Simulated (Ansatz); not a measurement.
An input meant for Cd₂H₂Cl₂⁺, that is (HCd-mu-Cl)2 with one electron fewer (charge 1, doublet; atoms displaced at random, 0.03 Å in each coordinate).

```yaml
crystal:
  periodic: [false, false, false]
  atoms:
    - {symbol: Cd, position_ang: [1.462059, -0.250452, 1.175301]}
    - {symbol: H, position_ang: [2.791924, -0.480103, 2.143345]}
    - {symbol: Cl, position_ang: [1.122241, 0.547975, -1.300231]}
    - {symbol: Cd, position_ang: [-1.460059, 0.221364, -1.162786]}
    - {symbol: H, position_ang: [-2.712190, 0.459485, -2.131414]}
    - {symbol: Cl, position_ang: [-1.073729, -0.564683, 1.247767]}
basis:
  gaussian: {orbitals: def2-mTZVP, fitting: {mean_field: cc-pVTZ-jkfit}, nuclear_model: gaussian}
total_charge: 1
magnetization: {spin_polarized: true, initial_magnetization: 1}
hamiltonian: {xc: {name: B2PLYP}}
scf: {lower_state_search: light}
output: {forces: true}
```

```sh
$ ansatz run in.yaml --threads 4 --pin off --events-out ev --progress --plain --max-ram 3916MiB
```

**Question.** Predict how Ansatz answers.

**Answer.** The program refused the input.
```
Functional definition: B2PLYP
Error: [file] the basis set cc-pVTZ-JKFIT has no functions for Cd
```
